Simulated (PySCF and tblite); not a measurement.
C5H9Br, numbered as in [Br:1][CH:2]1[CH2:3][CH2:4][CH2:5][CH2:6]1.

Search: ETKDG and KDG, MMFF94s, GFN2-xTB, 90 starts; geometries at PBE0-D3(BJ)/def2-SVP. Weights use B3LYP-D3(BJ)/def2-TZVP (IEF-PCM, chloroform) energies plus GFN2-xTB zero-point and thermal terms (modes under about 100 cm⁻¹ blended into free rotors). Symmetry numbers and mirror images are counted. Conformers within 3 kcal/mol (GFN2-xTB free energy) were kept, 8 at most. GIAO shieldings: wB97X-D/pcSseg-1 (IEF-PCM, chloroform). Shifts are against TMS (¹H), TMS (¹³C) at the same level. Codes: tblite and PySCF.

The 5-ring runs over atoms 2–3–4–5–6.

```
conformer                                                  shape  weight %  dipole D
        1   5-ring envelope (ring torsions -24, 0, 24, -39, 39°)      68.7      2.93
        2  5-ring envelope (ring torsions 26, -1, -25, 42, -42°)      31.3      2.96
```

Question: How do the computed shifts compare with measured ones?

Answer: 
| nucleus | signal | leading conformer | average | measured | medium |
| --- | --- | --- | --- | --- | --- |
| ¹³C | C2 | 67.3 | 64.6 | 53.5 | not stated per compound (mostly CDCl3 or CCl4) |
| ¹³C | C3/C6 | 40.9 | 40.8 | 37.9 | not stated per compound (mostly CDCl3 or CCl4) |
| ¹³C | C4/C5 | 23.2 | 23.4 | 23.3 | not stated per compound (mostly CDCl3 or CCl4) |

Measured values: Pretsch, Buehlmann, Badertscher, Structure Determination of Organic Compounds, 4th ed. (2009). Mean difference for ¹³C: 4.70 ppm, scatter 4.67 ppm. The computed shifts are unscaled and lack vibrational corrections. Spin–orbit effects are left out too, so ¹³C shifts of carbons that carry Cl, Br or I come out too high.
